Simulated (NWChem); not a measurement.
Everything below was run with NWChem. System: C₃H₆OSi, charge 0, spin multiplicity 1, at a geometry optimised with PBE0/def2-SVP. The structure started from a generated list of species. Level: RHF/def2-TZVP.

Input file:

```
start mol
memory heap 200 mb stack 800 mb global 1000 mb
geometry units angstroms nocenter noautoz noautosym
  Si     1.604773     0.235037    -0.110048
  C     -0.220311     0.077418    -0.614158
  C     -1.220249     0.863679     0.189562
  C     -1.618538    -0.320170     0.685655
  O     -0.771958    -1.139031    -0.012799
  H      2.123618     1.562605    -0.562125
  H      1.695035     0.132511     1.374269
  H      2.413496    -0.842667    -0.753992
  H     -0.370480     0.059948    -1.707385
  H     -1.471068     1.912775     0.316505
  H     -2.327175    -0.729010     1.409434
end
basis spherical
  * library def2-tzvp
end
scf
  rhf
  nopen 0
  maxiter 100
  thresh 1e-7
  semidirect memsize 60000000 filesize 0
end
task scf energy
```

Output (cleaned and shortened):

```
             Northwest Computational Chemistry Package (NWChem) 7.3.0
             --------------------------------------------------------

                                NWChem Input Module
                                -------------------

 Scaling coordinates for geometry "geometry" by  1.889725989
 (inverse scale =  0.529177249)

                             Geometry "geometry" -> ""
                             -------------------------

 Output coordinates in angstroms (scale by  1.889725989 to convert to a.u.)

  No.       Tag          Charge          X              Y              Z
 ---- ---------------- ---------- -------------- -------------- --------------
    1 Si                  14.0000     1.60477300     0.23503700    -0.11004800
    2 C                    6.0000    -0.22031100     0.07741800    -0.61415800
    3 C                    6.0000    -1.22024900     0.86367900     0.18956200
    4 C                    6.0000    -1.61853800    -0.32017000     0.68565500
    5 O                    8.0000    -0.77195800    -1.13903100    -0.01279900
    6 H                    1.0000     2.12361800     1.56260500    -0.56212500
    7 H                    1.0000     1.69503500     0.13251100     1.37426900
    8 H                    1.0000     2.41349600    -0.84266700    -0.75399200
    9 H                    1.0000    -0.37048000     0.05994800    -1.70738500
   10 H                    1.0000    -1.47106800     1.91277500     0.31650500
   11 H                    1.0000    -2.32717500    -0.72901000     1.40943400

 Effective nuclear repulsion energy (a.u.)     216.1850021486

            Nuclear Dipole moment (a.u.)
            ----------------------------
        X                 Y               Z
 ---------------- ---------------- ----------------
    -0.0000075589    -0.0000113384    -0.0000075589


 Summary of "ao basis" -> "" (spherical)
 ------------------------------------------------------------------------------
       Tag                 Description            Shells   Functions and Types
 ---------------- ------------------------------  ------  ---------------------
 *                         def2-tzvp                  on all atoms

 Summary of "ao basis" -> "ao basis" (spherical)
 ------------------------------------------------------------------------------
       Tag                 Description            Shells   Functions and Types
 ---------------- ------------------------------  ------  ---------------------
 Si                        def2-tzvp                13       37   5s5p2d1f
 C                         def2-tzvp                11       31   5s3p2d1f
 O                         def2-tzvp                11       31   5s3p2d1f
 H                         def2-tzvp                 4        6   3s1p

                                 NWChem SCF Module
                                 -----------------

  ao basis        = "ao basis"
  functions       =   197
  atoms           =    11
  closed shells   =    23
  open shells     =     0
  charge          =   0.00
  wavefunction    = RHF
  use symmetry    = F
  symmetry adapt  = F

 Summary of "ao basis" -> "ao basis" (spherical)
 ------------------------------------------------------------------------------
       Tag                 Description            Shells   Functions and Types
 ---------------- ------------------------------  ------  ---------------------
 Si                        def2-tzvp                13       37   5s5p2d1f
 C                         def2-tzvp                11       31   5s3p2d1f
 O                         def2-tzvp                11       31   5s3p2d1f
 H                         def2-tzvp                 4        6   3s1p

 Forming initial guess at       0.1s

      Superposition of Atomic Density Guess
      -------------------------------------

 Sum of atomic energies:        -479.63255755

      Non-variational initial energy
      ------------------------------

 Total energy =    -482.424208
 1-e energy   =   -1087.521629
 2-e energy   =     388.912419
 HOMO         =      -0.261889
 LUMO         =       0.032005

 Starting SCF solution at       5.7s

 ----------------------------------------------
         Quadratically convergent ROHF

 Convergence threshold     :          1.000E-07
 Maximum no. of iterations :          100
 Final Fock-matrix accuracy:          1.000E-09
 ----------------------------------------------

              iter       energy          gnorm     gmax       time
             ----- ------------------- --------- --------- --------
                 1     -480.8109878024  9.33D-01  1.23D-01     14.0
                 2     -480.8744263351  4.25D-01  5.10D-02     22.5
                 3     -480.8853576996  3.38D-02  6.97D-03     46.0
                 4     -480.8854927894  5.87D-04  9.95D-05     86.2
                 5     -480.8854928417  1.90D-07  2.89D-08    157.9
                 6     -480.8854928417  3.82D-09  7.18D-10    197.4

       Final RHF  results
       ------------------

         Total SCF energy =   -480.885492841715
      One-electron energy =  -1091.046153800004
      Two-electron energy =    393.975658809711
 Nuclear repulsion energy =    216.185002148578

        Time for solution =    191.6s

             Final eigenvalues
             -----------------

              1
    1  -68.7729
    2  -20.5817
    3  -11.2999
    4  -11.2866
    5  -11.2313
    6   -6.1231
    7   -4.2293
    8   -4.2292
    9   -4.2291
   10   -1.4272
   11   -1.0298
   12   -0.9277
   13   -0.7484
   14   -0.7159
   15   -0.7001
   16   -0.6341
   17   -0.6160
   18   -0.5221
   19   -0.5087
   20   -0.4815
   21   -0.4728
   22   -0.4364
   23   -0.3435
   24    0.1255
   25    0.1412
   26    0.1534
   27    0.1651
   28    0.1804
   29    0.1810
   30    0.1935
   31    0.2036
   32    0.2137
   33    0.2475

                       ROHF Final Molecular Orbital Analysis
                       -------------------------------------

 Vector   21  Occ=2.000000D+00  E=-4.728079D-01
              MO Center=  1.3D+00, -1.4D-01, -8.1D-02, r^2= 3.7D+00
   Bfn.  Coefficient  Atom+Function         Bfn.  Coefficient  Atom+Function
  ----- ------------  ---------------      ----- ------------  ---------------
   175      0.220861   8 H  s                17     -0.194469   1 Si pz
   169     -0.171185   7 H  s                16     -0.155092   1 Si py

 Vector   22  Occ=2.000000D+00  E=-4.364054D-01
              MO Center=  7.1D-02, -7.8D-02, -2.8D-01, r^2= 2.8D+00
   Bfn.  Coefficient  Atom+Function         Bfn.  Coefficient  Atom+Function
  ----- ------------  ---------------      ----- ------------  ---------------
    43      0.252712   2 C  px               46      0.249582   2 C  px
    15     -0.222388   1 Si px              136     -0.209179   5 O  px
   139     -0.191292   5 O  px

 Vector   23  Occ=2.000000D+00  E=-3.435307D-01
              MO Center= -1.2D+00,  1.8D-01,  2.8D-01, r^2= 2.1D+00
   Bfn.  Coefficient  Atom+Function         Bfn.  Coefficient  Atom+Function
  ----- ------------  ---------------      ----- ------------  ---------------
    76      0.199841   3 C  pz               79      0.199388   3 C  pz
    74      0.190045   3 C  px               77      0.189254   3 C  px
   110      0.170266   4 C  pz              107      0.169196   4 C  pz
    80      0.160908   3 C  px               82      0.161597   3 C  pz
   108      0.158697   4 C  px              105      0.153010   4 C  px

 Vector   24  Occ=0.000000D+00  E= 1.254847D-01
              MO Center=  2.0D+00,  3.4D-01, -2.6D-01, r^2= 6.9D+00
   Bfn.  Coefficient  Atom+Function         Bfn.  Coefficient  Atom+Function
  ----- ------------  ---------------      ----- ------------  ---------------
    42      3.964073   2 C  s                18      2.080391   1 Si px
     5     -1.807689   1 Si s                20      0.974567   1 Si pz
    49      0.928251   2 C  px              182     -0.896468   9 H  s
   104     -0.706153   4 C  s               170     -0.557466   7 H  s
    15      0.400489   1 Si px               73      0.387554   3 C  s

 Vector   25  Occ=0.000000D+00  E= 1.412314D-01
              MO Center= -4.3D-01,  4.3D-01,  3.3D-01, r^2= 6.1D+00
   Bfn.  Coefficient  Atom+Function         Bfn.  Coefficient  Atom+Function
  ----- ------------  ---------------      ----- ------------  ---------------
    42      1.144274   2 C  s               176     -1.103046   8 H  s
    19     -0.824773   1 Si py              182     -0.735324   9 H  s
   188     -0.681873  10 H  s                80     -0.671806   3 C  px
   111      0.663981   4 C  px               20     -0.462262   1 Si pz
     5      0.453575   1 Si s                81      0.417697   3 C  py

 Vector   26  Occ=0.000000D+00  E= 1.534413D-01
              MO Center=  1.6D+00,  4.2D-01, -9.9D-01, r^2= 7.0D+00
   Bfn.  Coefficient  Atom+Function         Bfn.  Coefficient  Atom+Function
  ----- ------------  ---------------      ----- ------------  ---------------
    51     -1.951999   2 C  pz               20      1.886725   1 Si pz
   182     -1.885633   9 H  s               170     -1.691029   7 H  s
     5      1.646656   1 Si s                18     -1.477098   1 Si px
    81     -1.159282   3 C  py              188      1.108248  10 H  s
   104     -0.900488   4 C  s               176      0.553297   8 H  s

 center of mass
 --------------
 x =  -0.04570338 y =  -0.04568175 z =  -0.00161492

 moments of inertia (a.u.)
 ------------------
         209.611144951005         -65.370937027343          82.422084344700
         -65.370937027343         611.657320087658           8.293402875215
          82.422084344700           8.293402875215         687.167011386999

  Mulliken analysis of the total density
  --------------------------------------

    Atom       Charge   Shell Charges
 -----------   ------   -------------------------------------------------------
    1 Si  14    13.67   2.00  0.58  1.39  0.81  0.43  4.12  1.73  0.53  1.40  0.32  0.14  0.18  0.03
    2 C    6     5.94   0.85  1.12  0.47  0.71 -0.04  1.18  1.32  0.16  0.03  0.13  0.01
    3 C    6     6.37   0.85  1.12  0.48  0.62  0.15  1.24  1.38  0.42  0.02  0.06  0.01
    4 C    6     5.85   0.86  1.12  0.52  0.52  0.10  1.18  1.15  0.26  0.04  0.10  0.02
    5 O    8     8.43   0.79  1.18  0.56  0.97  0.31  1.83  2.05  0.68  0.00  0.04  0.00
    6 H    1     1.06   0.24  0.56  0.25  0.01
    7 H    1     1.05   0.24  0.56  0.24  0.01
    8 H    1     1.05   0.24  0.56  0.24  0.01
    9 H    1     0.89   0.26  0.50  0.11  0.02
   10 H    1     0.85   0.26  0.48  0.09  0.02
   11 H    1     0.86   0.26  0.48  0.09  0.02

       Multipole analysis of the density wrt the origin
       ------------------------------------------------

     L   x y z        total         open         nuclear
     -   - - -        -----         ----         -------
     0   0 0 0      0.000000      0.000000     46.000000

     1   1 0 0     -0.203754      0.000000     -0.000008
     1   0 1 0      0.518511      0.000000     -0.000011
     1   0 0 1      0.020166      0.000000     -0.000008

     2   2 0 0    -28.085736      0.000000    309.574356
     2   1 1 0     -0.408736      0.000000     33.453766
     2   1 0 1     -1.786630      0.000000    -47.941861
     2   0 2 0    -29.878119      0.000000     84.428274
     2   0 1 1     -0.749731      0.000000     -5.181449
     2   0 0 2    -27.813998      0.000000     47.299764

 Task  times  cpu:      197.4s     wall:      197.4s

 Total times  cpu:      197.5s     wall:      197.5s
```
